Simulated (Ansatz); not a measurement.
`BS[SiH](C)Cl` + `BN` → `BN[SiH](C)Cl` + `BS`  (ligand exchange at the Si–S bond)

Program: Ansatz. Geometries: PBE0-D4/def2-TZVP. ΔE: electronic, gas phase. CBS: MP2 limit from def2 TZ/QZ plus the TZ coupled-cluster correction, frozen cores. This one scheme is used for every species. Functionals use def2-TZVPP. Each species was taken in one conformer, which may not be the lowest.

**Question.** Is it downhill or uphill in electronic energy at CCSD(T)/CBS, and by how much? (Best estimate.)

**Answer.** Ansatz gave: Nearly level: ΔE = +2.6 kJ/mol.

**Question.** What do these levels give: r2SCAN-D4, PBE0-D4, PBE, r2SCAN, PBE0, MP2/def2-TZVPP, CCSD/def2-TZVPP, HF/def2-QZVPP, MP2/def2-QZVPP, HF/CBS(def2), MP2/CBS(def2), CCSD/CBS(def2)? (Best estimate.)

**Answer.** Computed: r2SCAN-D4 5.8, PBE0-D4 9.7, PBE 11.3, r2SCAN 5.5, PBE0 8.4, MP2/def2-TZVPP 3.9, CCSD/def2-TZVPP -3.3, HF/def2-QZVPP -11.1, MP2/def2-QZVPP 5.5, HF/CBS(def2) -11.2, MP2/CBS(def2) 7.2, CCSD/CBS(def2) 0.0 kJ/mol.

Largest T1 diagnostic among the species: 0.015.

In def2-TZVPP, CCSD(T) changes the Hartree–Fock value by +9.7 kJ/mol (the triples alone add +2.6 kJ/mol) and MP2 by +14.2 kJ/mol.
